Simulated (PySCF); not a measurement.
**Sb (antimony, neutral) across methods**

[Kr] 4d10 5s2 5p3, high-spin 4S determinant. Computed with PySCF 2.14 in aug-cc-pwCVDZ-PP with ECP28MDF (6s5p4d1f, 48 functions), with a scalar-relativistic core potential.

```csv
method,E (hartree),mean ε 5s α (eV),mean ε 5s β (eV),mean ε 5p α (eV),Σ⟨r²⟩ (bohr²),⟨S²⟩
r2SCAN,-240.3068,-14.213,-11.631,-5.844,58.54,3.752
M06-L,-240.3627,-13.677,-11.711,-5.409,59.03,3.752
PBE,-240.2038,-13.505,-11.663,-5.467,59.06,3.751
UHF,-239.27347,-19.925,-13.846,-9.103,59.46,3.752
LDA,-239.8340,-13.696,-12.114,-5.528,58.97,3.751
BLYP,-240.1598,-13.246,-11.806,-5.157,59.32,3.750
PBE0,-240.2191,-15.314,-12.510,-6.526,58.77,3.751
HSE06,-240.2162,-14.848,-12.232,-6.107,58.90,3.751
```

**Question.** Estimate the same row for PBEsol.

**Answer.** E (hartree) = -239.9480; mean ε 5s α (eV) = -13.552; mean ε 5s β (eV) = -11.695; mean ε 5p α (eV) = -5.475; Σ⟨r²⟩ (bohr²) = 58.90; ⟨S²⟩ = 3.751.

Energies and moments cover only the electrons outside the core potential.
